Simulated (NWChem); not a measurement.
Species: MoH4Cl2; SMILES [Cl][MoH4][Cl]

```xyz
7

Mo     0.0000    -0.0398     0.2834
Cl    -2.1369     0.0295    -0.4920
Cl     2.1369     0.0295    -0.4920
H     -0.7958     0.2887     1.6646
H      0.0000    -1.1901     1.4620
H      0.0000     1.4816     0.8797
H      0.7958     0.2887     1.6646
```
Atoms are numbered in this order, from 1.

Level: PBE0/def2-SVP with def2 effective core potentials on Mo (NWChem), optimised geometry, unscaled harmonic frequencies. def2 effective core potentials on Mo; no spin-orbit coupling.

**Question.** List the harmonic frequencies with IR intensities, and the thermochemistry.

**Answer.** 
```json
[
 {"frequency (cm⁻¹)": "46", "IR intensity (km/mol)": "10.7"},
 {"frequency (cm⁻¹)": "152", "IR intensity (km/mol)": "4.7"},
 {"frequency (cm⁻¹)": "371", "IR intensity (km/mol)": "27.8"},
 {"frequency (cm⁻¹)": "379", "IR intensity (km/mol)": "11.2"},
 {"frequency (cm⁻¹)": "398", "IR intensity (km/mol)": "84.5"},
 {"frequency (cm⁻¹)": "489", "IR intensity (km/mol)": "6.5"},
 {"frequency (cm⁻¹)": "625", "IR intensity (km/mol)": "2.5"},
 {"frequency (cm⁻¹)": "817", "IR intensity (km/mol)": "2.6"},
 {"frequency (cm⁻¹)": "824", "IR intensity (km/mol)": "73.2"},
 {"frequency (cm⁻¹)": "901", "IR intensity (km/mol)": "30.0"},
 {"frequency (cm⁻¹)": "1207", "IR intensity (km/mol)": "102.7"},
 {"frequency (cm⁻¹)": "2093", "IR intensity (km/mol)": "23.4"},
 {"frequency (cm⁻¹)": "2131", "IR intensity (km/mol)": "25.8"},
 {"frequency (cm⁻¹)": "2135", "IR intensity (km/mol)": "10.9"},
 {"frequency (cm⁻¹)": "2147", "IR intensity (km/mol)": "6.4"}
]
```

```yaml
zero_point_energy: 21.0 kcal/mol
thermal correction to the enthalpy at 298.15 K (with zero-point energy): 25.3 kcal/mol
heat capacity Cv: 18.6 cal/(mol K)
entropy at 298.15 K and 1 atm (symmetry number 1): 80.4 cal/(mol K)
```

Rigid rotor and harmonic oscillator; modes under 100 cm⁻¹ make the entropy uncertain.
